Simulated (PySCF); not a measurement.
**Distorted geometries of [Er(H2S)3]3+**

[Er(H2S)3]3+ (singlet in the valence; each metal's 4f electrons, 11 of them, lie in its core potential, out of spins and levels). PySCF 2.14.0, RKS r2SCAN, Er lcecp-1-SVP with ECP57, S def2-SVP, H def2-SVP; non-relativistic Hamiltonian with scalar-relativistic core potentials where named; density fitting; no spin-orbit coupling. Relaxed geometry:

```xyz
10

Er    0.0000    0.0000    1.1641
S     2.4691    0.0801   -0.1301
H     3.4137   -0.2237    0.8170
H     2.5626   -1.1126   -0.7963
S    -1.3039    2.0983   -0.1301
H    -1.5131    3.0682    0.8170
H    -0.3178    2.7756   -0.7963
S    -1.1652   -2.1784   -0.1301
H    -1.9006   -2.8445    0.8170
H    -2.2449   -1.6630   -0.7963
```

Problem. Order these distorted geometries by energy above the relaxed one, lowest first.
A.
```xyz
10

Er    0.0312   -0.1357    0.9901
S     2.4554    0.2751   -0.2409
H     3.4895   -0.2599    0.9478
H     2.7163   -0.9225   -0.6371
S    -1.3646    2.0600   -0.0846
H    -1.5005    2.9279    0.8262
H    -0.5592    2.6507   -0.7372
S    -1.0730   -2.1978   -0.1673
H    -1.9704   -2.8287    0.7686
H    -2.2248   -1.5692   -0.8297
```
B.
```xyz
10

Er   -0.0271   -0.0507    1.1855
S     2.4784    0.0981   -0.1783
H     3.4347   -0.1958    0.8290
H     2.6053   -1.1235   -0.7990
S    -1.3131    2.0715   -0.1116
H    -1.5264    3.0807    0.8469
H    -0.3155    2.7736   -0.8039
S    -1.1853   -2.1494   -0.1288
H    -1.8758   -2.7927    0.8043
H    -2.2753   -1.7118   -0.8081
```
C.
```xyz
10

Er   -0.0340   -0.0233    1.1255
S     2.4675    0.1146   -0.1417
H     3.4492   -0.2261    0.7735
H     2.5794   -1.1598   -0.7612
S    -1.3385    2.0844   -0.1380
H    -1.5337    3.0339    0.8324
H    -0.3454    2.8032   -0.7723
S    -1.1303   -2.2255   -0.0925
H    -1.8870   -2.7993    0.8082
H    -2.2271   -1.6022   -0.7980
```

Solution. B (0.11 eV), C (0.20 eV), A (1.87 eV).

Problem. Which forces (eV/Å) act in the one that lies 0.11 eV up?

Solution. 
```
Er   0.33  0.38 -0.11
S    0.48 -0.36  0.85
H   -0.66  0.29 -0.74
H   -0.02  0.19  0.05
S    0.38  0.86  0.22
H    0.06 -0.60 -0.51
H   -0.54 -0.39  0.36
S    0.73  0.16 -0.74
H   -0.54 -0.67  0.81
H   -0.20  0.16 -0.18
```
Forces carry noise of the integration grid, about 0.01 to 0.03 eV/Å.

No frequency check is given that shows the relaxed geometry to be a minimum. An lcecp potential fixes the number of 4f electrons, so in runs with it no electron can move into or out of that shell.
